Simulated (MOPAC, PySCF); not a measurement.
cyclo[16]carbon `C1#CC#CC#CC#CC#CC#CC#CC#C1`, neutral singlet in the gas phase. 

Cartesian coordinates (Å):
SMILES: C1#CC#CC#CC#CC#CC#CC#CC#C1
```xyz
16

C     -3.0235     1.3328    -0.0068
C     -2.3627     2.3638    -0.0074
C     -1.1948     3.0811    -0.0072
C      0.0011     3.3445    -0.0055
C      1.3342     3.0256    -0.0032
C      2.3652     2.3648    -0.0018
C      3.0815     1.1963    -0.0006
C      3.3429     0.0000     0.0006
C      3.0237    -1.3330     0.0026
C      2.3629    -2.3639     0.0049
C      1.1952    -3.0818     0.0065
C     -0.0010    -3.3437     0.0077
C     -1.3343    -3.0255     0.0077
C     -2.3652    -2.3646     0.0053
C     -3.0821    -1.1964     0.0007
C     -3.3431     0.0000    -0.0037
```
Charge 0, spin multiplicity 1.

All levels are single points at this geometry (CAM-B3LYP-D3(BJ)/def2-SVP); Pople sets use spherical d functions. Orbital energies aren't observables, and empty levels follow the basis.

| level | HOMO (eV) | LUMO (eV) | gap (eV) | dipole (D) | vertical IE, Delta-SCF (eV) |
|---|---|---|---|---|---|
| CAM-B3LYP-D3(BJ)/def2-SVP in PySCF | -7.44 | -2.67 | 4.77 | 0.01 | 8.08 |
| PBE-D3(BJ)/def2-SVP in PySCF | -5.58 | -4.30 | 1.28 | 0.00 | 7.60 |
| HF/6-31G* in PySCF | -8.09 | -0.18 | 7.91 | 0.01 | – |
| AM1 in MOPAC | -9.09 | -1.84 | 7.25 | 0.00 | – |
| PM3 in MOPAC | -8.93 | -1.66 | 7.26 | 0.00 | – |
| PM7 in MOPAC | -9.30 | -2.04 | 7.27 | 0.00 | – |
